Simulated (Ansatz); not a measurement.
A nudged elastic band was laid between two geometries of CH6Sn + ClH (10 atoms, charge 0, multiplicity 1).

All numbers below come from RKS r2SCANh/def2-SVP in Ansatz.

```yaml
movable_images: 7
climbing_image: yes
spring: 5.0 eV/Å²
optimiser: quadratic models (default)
start_path: through a guess of the saddle point
force_threshold: 0.05 eV/Å
iteration_limit: 60
end_points: relaxed
```

Initial state:

```xyz
10
Properties=species:S:1:pos:R:3
Sn 0.172 0.022 -0.178
H 0.212 0.046 1.546
H 1.791 -0.017 -0.730
H -0.582 1.463 -0.702
C -0.914 -1.713 -0.825
H -1.890 -1.734 -0.323
H -1.067 -1.679 -1.911
H -0.356 -2.624 -0.571
Cl -3.003 -0.155 2.091
H -1.723 -0.115 2.246
```

Final state:

```xyz
10
Properties=species:S:1:pos:R:3
Sn -0.447 0.338 -0.588
H -0.424 -1.224 3.070
H 1.031 0.603 0.224
H -0.576 1.278 -2.009
C -0.916 -1.727 -0.891
H -0.925 -2.244 0.077
H -1.906 -1.812 -1.357
H -0.164 -2.190 -1.544
Cl -2.128 1.177 0.859
H -0.907 -0.704 2.803
```

Task: Which bonds break or form, and what moves?

Result: Bonds broken: Sn1–H2, Cl9–H10. Bonds formed: Sn1–Cl9, H2–H10. CH6Sn + ClH becomes CH5ClSn + H2.

Task: Give the energies along the band, and the barrier.

Result: The run converged. The highest image is number 3 of 0 to 8, 1.07 eV above the first end and 1.78 eV above the last; the last end lies 0.71 eV below the first. A vibrational analysis at the climbing image gives one clearly imaginary mode, 861i cm⁻¹: a first-order saddle point. The orbitals stay closed-shell, which can raise the energy where a bond breaks towards radicals; this wasn't checked here.

```
image  path coordinate (Å)  energy (eV)  Sn1–H2 (Å)  Cl9–H10 (Å)  Sn1–Cl9 (Å)
    0                 0.00         0.00        1.72         1.29         3.91
    1                 1.07         0.02        1.72         1.29         3.82
    2                 2.14         0.07        1.73         1.30         3.52
    3                 3.21         1.07        2.00         1.72         2.81
    4                 4.06         0.15        2.52         2.18         2.47
    5                 4.92        -0.48        3.10         2.47         2.38
    6                 5.77        -0.69        3.71         2.80         2.37
    7                 6.63        -0.71        4.01         2.97         2.37
    8                 7.49        -0.71        3.98         2.97         2.37
```

Task: What is the geometry of the highest image?

Result: 
```xyz
10
Properties=species:S:1:pos:R:3
Sn -0.192 -0.010 -0.085
H -0.107 0.091 1.909
H 1.528 -0.154 0.071
H -0.540 1.517 -0.745
C -0.990 -1.836 -0.840
H -1.185 -2.492 0.018
H -1.941 -1.626 -1.341
H -0.277 -2.316 -1.522
Cl -2.632 0.185 1.285
H -1.024 0.135 1.892
```

Task: What are the harmonic wavenumbers there?

Result: 861i, 98, 114, 160, 258, 383, 509, 540, 644, 738, 784, 814, 947, 1020, 1216, 1383, 1427, 1434, 1861, 1978, 2251, 3077, 3203, 3218 cm⁻¹.

The band took 17 iterations and of the order of 16 core-minutes.

Run time: 8.6 min on 2 threads of Arm Neoverse V1, on a shared host, peak memory 0.23 GiB.
